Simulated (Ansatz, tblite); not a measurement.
Removing and adding an electron: Ge(SH)2H2 (GeH₄S₂). Charge 0, multiplicity 1. Geometry: PBE-D4/def2-TZVP. Ansatz, gas phase; energy differences of separate SCF runs; the oxidised species was run as a doublet alone; the reduced species was run as a doublet alone.

```xyz
7

Ge    0.5605   -0.2667   -0.2000
S    -0.9055    0.7275   -1.5693
H    -0.8615    1.9049   -0.9017
S    -0.1159   -0.2415    1.9340
H    -1.2749   -0.8881    1.6642
H     1.9196    0.4692   -0.1738
H     0.6778   -1.7053   -0.7534
```

The xTB rows come from tblite.

```tsv
level	−HOMO (eV)	vertical IE (eV)	−LUMO (eV)	vertical EA (eV)	HOMO–LUMO gap (eV)	IE − EA (eV)	remarks
GFN1-xTB	11.26	14.51	5.29	2.24	5.98	12.27	–
GFN2-xTB	10.78	13.63	6.50	3.99	4.28	9.64	–
PBE-D4/def2-TZVP	6.14	9.02	1.58	–	4.56	–	–
PBE-D4/def2-TZVPD	6.20	–	1.73	-0.31	4.47	–	HOMO above zero (-1 doublet)
r2SCAN-D4/def2-TZVP	6.43	9.17	1.34	–	5.09	–	–
r2SCAN-D4/def2-TZVPD	6.45	–	1.42	-0.48	5.03	–	HOMO above zero (-1 doublet)
PBE0-D4/def2-TZVP	7.35	9.34	0.66	–	6.70	–	–
PBE0-D4/def2-TZVPD	7.39	–	0.84	-0.50	6.54	–	HOMO above zero (-1 doublet)
```

   A HOMO above zero means that the electron is unbound at that level or that self-interaction error raises the level; the energy of removing that electron tells which. Raw xTB energy differences between charge states are shifted by several eV; the methods need an empirical correction for them. A negative affinity means that the extra electron isn't bound; its size then hangs on the basis.
